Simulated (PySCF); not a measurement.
ClF₂H₃Si₂, SMILES F[SiH](F)[SiH2]Cl.

Geometry: PBE0-D3(BJ)/def2-SVP. The structure was generated by enumeration, and PubChem lists no compound with its InChIKey, so it may never have been made. One conformer was computed; it need not be the lowest.

Two levels are set side by side: PBE/def2-TZVP (PySCF) and r2SCAN/def2-TZVP (PySCF). Same geometry, gas phase. Differences are taken from unrounded values.

```json
[
 {"quantity": "orbital gap (eV)", "r2SCAN": "5.82"},
 {"quantity": "highest occupied level (eV)", "r2SCAN": "-7.57"},
 {"quantity": "lowest empty level (eV)", "r2SCAN": "-1.75"},
 {"quantity": "dipole moment (D)", "r2SCAN": "1.25"},
 {"quantity": "mean polarisability (bohr³)", "r2SCAN": "61.9"}
]
```

Question: What does PBE give, and how far is it from r2SCAN? (Estimate from the structure and the level; the computed values follow.)

Answer: 
```csv
quantity,PBE,PBE minus r2SCAN
orbital gap (eV),5.22,-0.60
highest occupied level (eV),-7.26,0.32
lowest empty level (eV),-2.03,-0.28
dipole moment (D),1.21,-0.04
mean polarisability (bohr³),64.2,2.3
```

Rough cost on one machine, each run with all the roots and properties that it gave: r2SCAN against PBE about 3 times.
